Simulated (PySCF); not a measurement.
Dipole response of Zr⁺ (zirconium, charge +1)

[Kr] 4d2 5s1, high-spin 4F determinant. Calculation: PySCF 2.14, in def2-QZVPPD with the def2 core potential (28 electrons) (7s5p4d3f2g, 81 functions); scalar relativity through the core potential. Coupled (time-dependent) response in atomic units; α is the mean over directions.

```
method  mean α (bohr³)  C₆ (like pair)  S(−4)
   UHF           77.20           701.7   4146
   PBE           55.60           470.2   1881
  PBE0           59.42           508.4   2217
 HSE06           57.65           489.3   2071
```

S(−4) is the Cauchy moment in α(ω) = α(0) + S(−4) ω² + …

Spin-orbit coupling is absent.

α(iu) at UHF:

| u (hartree) | α(iu) (bohr³) |
| --- | --- |
| 0 | 77.20 |
| 0.0500 | 68.23 |
| 0.100 | 51.53 |
| 0.200 | 28.53 |
| 0.300 | 18.27 |
| 0.500 | 10.26 |
| 0.750 | 6.497 |
| 1.00 | 4.644 |
| 1.50 | 2.774 |
| 2.00 | 1.839 |
| 3.00 | 0.9618 |
| 5.00 | 0.3875 |

For an ion, C₆ is the dispersion term alone; charge-induced terms of lower order in 1/R come first.

Energies and moments cover only the electrons outside the core potential.
